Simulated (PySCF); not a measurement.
C3H3 (SMILES [C]1=CC1), doublet, geometry from GFN2-xTB; PySCF with WB97X/6-311G**.

Here is a job for PySCF.
```python
from pyscf import gto, scf, dft

mol = gto.M(
    atom='''
C     0.016669   -0.110918    0.826671
C     0.004089   -0.699050   -0.533825
C    -0.021629    0.582254   -0.592081
H     0.937550   -0.073548    1.395990
H    -0.884396   -0.108661    1.428017
H    -0.047925    1.548496   -1.028600
''',
    basis='6-311g**',
    charge=0,
    spin=1,
    verbose=4,
)

mf = dft.UKS(mol)
mf.xc = 'wb97x'
mf.grids.level = 5
mf.kernel()
mf.analyze()
```

Q: Predict the main parts of the log of this PySCF run.

A: 
```
PySCF version 2.14.0

[INPUT] verbose = 4
[INPUT] num. atoms = 6
[INPUT] num. electrons = 21
[INPUT] charge = 0
[INPUT] spin (= nelec alpha-beta = 2S) = 1
[INPUT] symmetry False subgroup None
[INPUT] Mole.unit = angstrom
[INPUT] Symbol           X                Y                Z      unit          X                Y                Z       unit  Magmom
[INPUT]  1 C      0.016669000000  -0.110918000000   0.826671000000 AA    0.031499844770  -0.209604642285   1.562181785120 Bohr   0.0
[INPUT]  2 C      0.004089000000  -0.699050000000  -0.533825000000 AA    0.007727090123  -1.321013047377  -1.008783048446 Bohr   0.0
[INPUT]  3 C     -0.021629000000   0.582254000000  -0.592081000000 AA   -0.040872886348   1.100300594933  -1.118870933559 Bohr   0.0
[INPUT]  4 H      0.937550000000  -0.073548000000   1.395990000000 AA    1.771712728086  -0.138985577010   2.638038772632 Bohr   0.0
[INPUT]  5 H     -0.884396000000  -0.108661000000   1.428017000000 AA   -1.671266225661  -0.205339530421   2.698561031223 Bohr   0.0
[INPUT]  6 H     -0.047925000000   1.548496000000  -1.028600000000 AA   -0.090565124520   2.926233344985  -1.943772291728 Bohr   0.0

nuclear repulsion = 57.5084703648827
number of shells = 36
number of NR pGTOs = 117
number of NR cGTOs = 72
basis = 6-311g**
ecp = {}

******** <class 'pyscf.dft.uks.UKS'> ********
method = UKS
initial guess = minao
damping factor = 0
level_shift factor = 0
DIIS = <class 'pyscf.scf.diis.CDIIS'>
diis_start_cycle = 1
diis_space = 8
diis_damp = 0
SCF conv_tol = 1e-09
SCF conv_tol_grad = None
SCF max_cycles = 50
direct_scf = True
direct_scf_tol = 1e-13
number electrons alpha = 11  beta = 10
XC library pyscf.dft.libxc version 7.1.2
    S. Lehtola, C. Steigemann, M. J. T. Oliveira, and M. A. L. Marques,  SoftwareX 7, 1–5 (2018)
XC functionals = wb97x
    J.-D. Chai and M. Head-Gordon,  J. Chem. Phys. 128, 084106 (2008)
radial grids:
    Treutler-Ahlrichs [JCP 102, 346 (1995); DOI:10.1063/1.469408] (M4) radial grids

becke partition: Becke, JCP 88, 2547 (1988); DOI:10.1063/1.454033
pruning grids: <function nwchem_prune>
grids dens level: 5
symmetrized grids: False
atomic radii adjust function: <function treutler_atomic_radii_adjust>
small_rho_cutoff = 0
Set gradient conv threshold to 3.16228e-05
tot grids = 199560
init E= -116.429687958835

cycle= 1 E= -115.910101992389  delta_E= 0.52  |g|= 0.151  |ddm|= 1.39
cycle= 2 E= -115.921054422002  delta_E= -0.011  |g|= 0.125  |ddm|= 0.222
cycle= 3 E= -115.928296306356  delta_E= -0.00724  |g|= 0.032  |ddm|= 0.113
cycle= 4 E= -115.929411557136  delta_E= -0.00112  |g|= 0.0154  |ddm|= 0.052
cycle= 5 E= -115.929743275445  delta_E= -0.000332  |g|= 0.00859  |ddm|= 0.0256
cycle= 6 E= -115.929926751921  delta_E= -0.000183  |g|= 0.00442  |ddm|= 0.0197
cycle= 7 E= -115.930021648443  delta_E= -9.49e-05  |g|= 0.00211  |ddm|= 0.0171
cycle= 8 E= -115.93004146279  delta_E= -1.98e-05  |g|= 0.00121  |ddm|= 0.00727
cycle= 9 E= -115.930048037328  delta_E= -6.57e-06  |g|= 0.000599  |ddm|= 0.00418
cycle= 10 E= -115.93005010726  delta_E= -2.07e-06  |g|= 0.000269  |ddm|= 0.0025
cycle= 11 E= -115.930050505221  delta_E= -3.98e-07  |g|= 9.06e-05  |ddm|= 0.00123
cycle= 12 E= -115.930050537083  delta_E= -3.19e-08  |g|= 3.34e-05  |ddm|= 0.000333
cycle= 13 E= -115.930050541223  delta_E= -4.14e-09  |g|= 1.26e-05  |ddm|= 0.000144
cycle= 14 E= -115.930050541887  delta_E= -6.65e-10  |g|= 5.85e-06  |ddm|= 4.92e-05
Extra cycle  E= -115.930050541948  delta_E= -6.06e-11  |g|= 4.03e-06  |ddm|= 1e-05
converged SCF energy = -115.930050541948  <S^2> = 0.76066039  2S+1 = 2.0106321
**** SCF Summaries ****
Total Energy =                        -115.930050541947864
Nuclear Repulsion Energy =              57.508470364882712
One-electron Energy =                 -268.210891280834630
Two-electron Energy =                   94.772370374004055
Two-electron Coulomb Energy =          112.053933982084601
DFT Exchange-Correlation Energy =      -17.281563608080539
**** MO energy ****
                             alpha | beta                alpha | beta
MO #1   energy= -10.2988352399677  | -10.295994975056   occ= 1 | 1
MO #2   energy= -10.2925679890653  | -10.2847688197392  occ= 1 | 1
MO #3   energy= -10.283541386685   | -10.2829123022609  occ= 1 | 1
MO #4   energy= -1.01837044693384  | -1.00557796191653  occ= 1 | 1
MO #5   energy= -0.749254788230882 | -0.736587430634891 occ= 1 | 1
MO #6   energy= -0.680678072382378 | -0.668738104438436 occ= 1 | 1
MO #7   energy= -0.570529921348452 | -0.564994473781674 occ= 1 | 1
MO #8   energy= -0.533128435032079 | -0.482595440011199 occ= 1 | 1
MO #9   energy= -0.47758260650318  | -0.449328694538071 occ= 1 | 1
MO #10  energy= -0.370043300860742 | -0.362810471856932 occ= 1 | 1
MO #11  energy= -0.349669612330436 | -0.0290012419636412 occ= 1 | 0
MO #12  energy= 0.0964259370029872 | 0.11072019077632   occ= 0 | 0
MO #13  energy= 0.152578004291341  | 0.155374285833074  occ= 0 | 0
MO #14  energy= 0.158525812828183  | 0.161291115438117  occ= 0 | 0
MO #15  energy= 0.201655616330788  | 0.203376897332785  occ= 0 | 0
MO #16  energy= 0.220146518192708  | 0.238608865146361  occ= 0 | 0
MO #17  energy= 0.286007804917539  | 0.290695984055571  occ= 0 | 0
MO #18  energy= 0.348876704134661  | 0.35571836944435   occ= 0 | 0
MO #19  energy= 0.401173925731602  | 0.401234356722947  occ= 0 | 0

To work with the spin densities directly, `use mulliken_meta_spin()` only printing them here.

 ** Mulliken spin pop alpha/beta on meta-lowdin orthogonal AOs **
 ** Mulliken Spin Density (per AO)  **
spin_pop of  0 C 1s       -0.00000
spin_pop of  0 C 2s        0.01055
spin_pop of  0 C 3s        0.00054
spin_pop of  0 C 4s        0.00003
spin_pop of  0 C 2px       0.00747
spin_pop of  0 C 2py       0.25072
spin_pop of  0 C 2pz       0.00241
spin_pop of  0 C 3px       0.00011
spin_pop of  0 C 3py       0.00075
spin_pop of  0 C 3pz       0.00077
spin_pop of  0 C 4px       0.00001
spin_pop of  0 C 4py       0.00001
spin_pop of  0 C 4pz      -0.00001
spin_pop of  0 C 3dxy     -0.00000
spin_pop of  0 C 3dyz     -0.00020
spin_pop of  0 C 3dz^2     0.00008
spin_pop of  0 C 3dxz      0.00002
spin_pop of  0 C 3dx2-y2   -0.00010
spin_pop of  1 C 1s       -0.00001
spin_pop of  1 C 2s        0.17459
spin_pop of  1 C 3s        0.00293
spin_pop of  1 C 4s        0.00008
spin_pop of  1 C 2px       0.07370
spin_pop of  1 C 2py       0.35104
spin_pop of  1 C 2pz       0.13952
spin_pop of  1 C 3px       0.00015
spin_pop of  1 C 3py       0.00079
spin_pop of  1 C 3pz       0.00129
spin_pop of  1 C 4px      -0.00002
spin_pop of  1 C 4py      -0.00008
spin_pop of  1 C 4pz      -0.00005
spin_pop of  1 C 3dxy     -0.00065
spin_pop of  1 C 3dyz     -0.00064
spin_pop of  1 C 3dz^2    -0.00029
spin_pop of  1 C 3dxz     -0.00008
spin_pop of  1 C 3dx2-y2    0.00018
spin_pop of  2 C 1s        0.00000
spin_pop of  2 C 2s       -0.00577
spin_pop of  2 C 3s        0.00141
spin_pop of  2 C 4s        0.00008
spin_pop of  2 C 2px      -0.07278
spin_pop of  2 C 2py       0.00922
spin_pop of  2 C 2pz       0.06758
spin_pop of  2 C 3px      -0.00036
spin_pop of  2 C 3py       0.00029
spin_pop of  2 C 3pz       0.00052
spin_pop of  2 C 4px       0.00000
spin_pop of  2 C 4py      -0.00002
spin_pop of  2 C 4pz       0.00000
spin_pop of  2 C 3dxy      0.00003
spin_pop of  2 C 3dyz      0.00008
spin_pop of  2 C 3dz^2     0.00017
spin_pop of  2 C 3dxz     -0.00000
spin_pop of  2 C 3dx2-y2    0.00031
spin_pop of  3 H 1s       -0.00971
spin_pop of  3 H 2s        0.00029
spin_pop of  3 H 3s        0.00006
spin_pop of  3 H 2px      -0.00002
spin_pop of  3 H 2py       0.00013
spin_pop of  3 H 2pz       0.00001
spin_pop of  4 H 1s       -0.00971
spin_pop of  4 H 2s        0.00029
spin_pop of  4 H 3s        0.00006
spin_pop of  4 H 2px      -0.00001
spin_pop of  4 H 2py       0.00013
spin_pop of  4 H 2pz       0.00001
spin_pop of  5 H 1s        0.00163
spin_pop of  5 H 2s        0.00036
spin_pop of  5 H 3s        0.00004
spin_pop of  5 H 2px      -0.00005
spin_pop of  5 H 2py       0.00012
spin_pop of  5 H 2pz       0.00002
 ** Mulliken Spin Density (per atom)  **
spin density of  0 C =      0.27314
spin density of  1 C =      0.74245
spin density of  2 C =      0.00076
spin density of  3 H =     -0.00924
spin density of  4 H =     -0.00924
spin density of  5 H =      0.00212
 ** Mulliken pop alpha/beta on meta-lowdin orthogonal AOs **
 ** Mulliken pop       alpha | beta **
In total            11.00000 | 10.00000
 ** Mulliken atomic charges   ( Nelec_alpha | Nelec_beta ) **
charge of  0C =     -0.15416  (     3.21365      2.94051 )
charge of  1C =     -0.07285  (     3.40765      2.66520 )
charge of  2C =     -0.14226  (     3.07151      3.07075 )
charge of  3H =      0.10667  (     0.44204      0.45128 )
charge of  4H =      0.10667  (     0.44204      0.45128 )
charge of  5H =      0.15593  (     0.42310      0.42098 )
Dipole moment(X, Y, Z, Debye): -0.01754,  1.46664,  0.61020
```
